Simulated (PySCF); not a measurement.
## Ir⁴⁶⁺: ionisation energy

Ir⁴⁶⁺ [Ar] 3d10 4s2 4p1 [4p1/2^1, M_J = 1/2] → Ir⁴⁷⁺ [Ar] 3d10 4s2, as a difference of total energies. Calculation: PySCF 2.14, in an even-tempered Gaussian basis (16 s from 6.3 bohr⁻², ratio 2.8; 13 p from 8.2 bohr⁻², ratio 2.8; 8 d from 15 bohr⁻², ratio 2.8; 4 f from 34 bohr⁻², ratio 3); the two-component X2C-1e Hamiltonian. Correlated levels: [Ne] frozen; the 72 highest virtual spinors dropped. "Screened" scales the spin-orbit matrix elements by Boettger's factors to mimic the two-electron term; Breit and QED terms are absent.

```json
{"method": "GHF (spin-free)", "ionisation energy (eV)": "2407.6"}
{"method": "GMP2 (spin-free)", "ionisation energy (eV)": "2408.4"}
{"method": "GHF (screened spin-orbit)", "ionisation energy (eV)": "2493.4"}
{"method": "GMP2 (screened spin-orbit)", "ionisation energy (eV)": "2494.1"}
```

Breit and QED terms and the two-electron picture change are absent.

The spin-free rows lack the spin-orbit shift.

For comparison: 2500 ± 4 eV (theoretical estimate listed by NIST; NIST Atomic Spectra Database, ionization energies).
